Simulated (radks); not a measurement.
The numbers below are computed, except where a source is named.
Numerical settings for the palladium ion Pd2+, [Kr] 4d8. Level of theory: scalar-relativistic Kohn-Sham, PBE, spin-polarised, spherical densities, point nucleus; open shells are filled with parallel spins first (spin-orbit coupling, left out, can overturn this in heavy ions) (a radial shooting solver on a logarithmic mesh with Libxc functionals). The defaults (mesh step 0.008 in ln r, mesh end at 40 bohr or more with all orbitals vanishing there, Anderson mixing 0.5 over 9 steps, residual threshold near 1e-9 with the energy settled to 1e-9 hartree or 1e-11 of itself, here a cap of 88 iterations) give E = -5044.8183 hartree and 4d at -26.524 eV in 15 iterations. Run on one thread of a shared host, so times are rough (Arm Neoverse V1): 0.22 s of CPU time, 0.22 s wall, 15 iterations on 2486 mesh points. Changes against that run (0 stands for a change within the tolerance of the run):

\begin{tabular}{lrrrrr}
setting & iterations & converged & E (mhartree) & e(4d) (meV) & CPU (s) \\ \hline
mesh step in ln r 0.08 & 3 & no & diverged & - & 0.02 \\
mesh step in ln r 0.12 & 2 & no & diverged & - & 0.03 \\
mesh step in ln r 0.02 & 15 & yes & 0 & 0 & 0.1 \\
mesh end (bohr) 1 & 13 & level above zero & +1.55e+05 & +4.29e+05 & 0.15 \\
mesh end (bohr) 20 & 15 & yes & 0 & 0 & 0.22 \\
residual threshold 0.01 & 10 & yes & 0 & +0.196 & 0.17 \\
residual threshold 1e-05 & 10 & yes & 0 & +0.196 & 0.17 \\
mixing 0.05 & 19 & yes & 0 & 0 & 0.27 \\
linear mixing, mixing 1 & 88 & no & +2.14e+04 & +1.89e+04 & 2.5 \\
linear mixing, mixing 0.8 & 85 & yes & 0 & 0 & 1 \\
mixing history 3 & 16 & yes & 0 & 0 & 0.22 \\
iteration cap 2 & 2 & no & +1.19e+03 & -2.36e+04 & 0.04 \\
\end{tabular}

Settled on a wrong energy, with an occupied level pushed above zero by the early mesh end: mesh end (bohr) 1 (+155 hartree). Apart from these: no run marked as converged misses the energy by more than 1 mhartree. A mesh that ends early acts as a hard wall.
